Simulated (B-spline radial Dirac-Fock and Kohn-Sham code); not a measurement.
ΔSCF core binding energies without Breit or QED terms, calculated with a radial B-spline solver.

A sound run for cerium as Ce³⁺, [Xe] 4f1: The ground state converged in 10 iterations, with total energy -8859.85205 Ha, virial ratio 1.93217 and highest orbital energy -37.53 eV. ΔSCF binding energies: K (1s) 40632.2 eV, L3 (2p3/2) 5770.7 eV, M5 (3d5/2) 920.0 eV.

A second run, with one unsound setting: The ground state had not converged after 99 iterations, with total energy -8859.85146 Ha, virial ratio 1.93208 and highest orbital energy -37.16 eV. ΔSCF binding energies: K (1s) 40632.2 eV, L3 (2p3/2) 5770.8 eV, M5 (3d5/2) 920.1 eV (not all states converged, so these are not final).

```
iter   energy (Ha)        error
   1    -8849.13188318  1.98e+00
   2    -8856.92602995  4.25e-01
   3    -8857.17255006  4.08e-01
   4    -8857.39840106  3.91e-01
   5    -8857.60532088  3.74e-01
   6    -8857.79489877  3.58e-01
   7    -8857.96858845  3.43e-01
   8    -8858.12772012  3.29e-01
   9    -8858.27351125  3.14e-01
  17    -8859.07551922  2.20e-01
  25    -8859.47199464  1.52e-01
  33    -8859.66685170  1.04e-01
  41    -8859.76203497  7.10e-02
  49    -8859.80830024  4.89e-02
  57    -8859.83072394  3.60e-02
  65    -8859.84158988  2.66e-02
  73    -8859.84686979  1.98e-02
  81    -8859.84945059  1.48e-02
  89    -8859.85072371  1.11e-02
  97    -8859.85135965  8.37e-03
  99    -8859.85146158  7.80e-03
```

Task: Which fault fits the second run best?
A. functional not served
B. box too small
C. damping too heavy
D. spline order too low

Result: C. The input had damp = 0.97; ndamp = 100: damp is so close to 1 that the orbitals hardly move in each step.
